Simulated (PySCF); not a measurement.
Isomers of C3H14SSi3, one GFN2-xTB conformer each. Single-point energies are computed at PBE0/pcSseg-1 (PySCF, gas phase, no added dispersion term), electronic only.

Question: Rank them by PBE0/pcSseg-1 energy, lowest first (kcal/mol).
A. `[CH3:1][SiH2:2][CH2:3][SiH2:4][S:5][SiH2:6][CH3:7]` with C1–Si2–C3–Si4 177°, Si2–C3–Si4–S5 63°, C3–Si4–S5–Si6 -175°, Si4–S5–Si6–C7 175°
B. `[CH3:1][CH2:2][CH2:3][S:4][SiH2:5][SiH2:6][SiH3:7]` with C1–C2–C3–S4 -64°, C2–C3–S4–Si5 -69°, C3–S4–Si5–Si6 -156°, S4–Si5–Si6–Si7 -172°
C. `[SiH3:1][CH2:2][CH2:3][CH2:4][SiH2:5][S:6][SiH3:7]` with Si1–C2–C3–C4 60°, C2–C3–C4–Si5 60°, C3–C4–Si5–S6 167°, C4–Si5–S6–Si7 178°

Answer: A (0.0), C (26.7), B (41.4).

As drawn, the lowest has an Si–C bond, which the highest lacks; the highest has an Si–Si bond, which the lowest lacks. GFN2-xTB itself gives, in the same order: 9.8, 0.0, 32.1. GFN2-xTB puts [SiH3]CCC[SiH2]S[SiH3] lowest instead; measured from each level's own lowest isomer, the values differ by up to 26.7 kcal/mol ([SiH3]CCC[SiH2]S[SiH3]: 0.0 against 26.7).

Question: Which frontier levels, dipoles and rotational constants go with these structures?

Answer: 
```csv
SMILES,"HOMO (eV, PBE0/pcSseg-1)",LUMO (eV),dipole (D),"A, B, C (MHz)"
C[SiH2]C[SiH2]S[SiH2]C,-7.07,0.38,0.73,"3060, 426.4, 393.6"
[SiH3]CCC[SiH2]S[SiH3],-7.18,-0.06,1.64,"2720, 415.4, 397.9"
CCCS[SiH2][SiH2][SiH3],-6.75,-0.58,1.43,"3216, 397.1, 377.9"
```
